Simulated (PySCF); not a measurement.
## Assignment exercise: C6H14O2Si

Cartesian coordinates in Å; atom numbers follow the order of the lines, from 1:
```xyz
23

C    -0.4618    0.4440    0.5470
C    -0.7544   -0.8386   -0.2348
C    -2.0638   -0.6750   -1.0088
C    -0.8763   -2.0180    0.7314
C     0.3665   -1.1027   -1.2713
C     1.7380   -1.1427   -0.6632
O     2.2033   -2.0757   -0.0511
O     2.4323   -0.0085   -0.8212
Si    3.9676    0.0435   -0.0450
H    -1.2957    0.6758    1.2276
H     0.4474    0.3480    1.1609
H    -0.3227    1.3038   -0.1267
H    -2.2894   -1.5740   -1.6039
H    -2.0184    0.1847   -1.6960
H    -2.9048   -0.5102   -0.3172
H     0.0630   -2.1957    1.2743
H    -1.6723   -1.8269    1.4682
H    -1.1286   -2.9454    0.1935
H     0.3452   -0.3172   -2.0399
H     0.1861   -2.0752   -1.7538
H     4.4510    1.4108   -0.3738
H     4.8831   -0.9802   -0.6122
H     3.8034   -0.1062    1.4251
```

Method: coordinates at the PBE0-D3(BJ)/def2-SVP level, shieldings: GIAO CAM-B3LYP/pcSseg-1, in PySCF 2.14.0 with density-fitted response routines (gas phase, no relativistic terms, equivalent nuclei averaged, a single conformation).

δ = σ(ref) − σ, references computed at the same level: ¹³C (σ = 182.45 ppm) and ¹H (σ = 31.33 ppm) vs TMS.

Task: Assign these signals to the numbered atoms. ¹³C{¹H} NMR (computed): δ 185.3 (C), 51.2 (CH2), 32.0 (C), 31.3 (CH3).

Result: 
185.3 → C6, carbonyl carbon
51.2 → C5, sp3 CH2 α to a carbonyl: α to the electron-withdrawing carbonyl group
32.0 → C2, quaternary sp3 carbon: a saturated carbon with 4 carbon neighbours and no heteroatom attached
31.3 → C1/C3/C4, methyl carbon: aliphatic region, no heteroatom directly attached

C2 and C1/C3/C4 lie closer than the usual error of such a calculation, so a measured spectrum could show them in the other order.

Task: Assign these signals to the numbered atoms. ¹H NMR (600 MHz, computed): δ 4.67 (s, 3H), 2.03 (s, 2H), 1.04 (s, 9H).

Result: 
| δ (ppm) | atoms | environment | reason |
| --- | --- | --- | --- |
| 4.67 | H21/H22/H23 | hydrogen on a silicon bonded to O | – |
| 2.03 | H19/H20 | hydrogen on an sp3 CH2 α to a carbonyl | α to C=O |
| 1.04 | H10/H11/H12/H13/H14/H15/H16/H17/H18 | hydrogen on a methyl carbon | far from electronegative atoms and π systems |

Shifts are as computed, not scaled to solution data. Of 1313 compounds with measured shifts, 239 miss one by over three times the rms of a fit or turn the order of signals round; such compounds aren't used in these exercises. No couplings were computed; multiplicities are counted from neighbouring protons, with m where these are inequivalent, close in shift, in a saturated or five-membered ring or joined by F or P, and br s for small geminal =CH2 splittings.
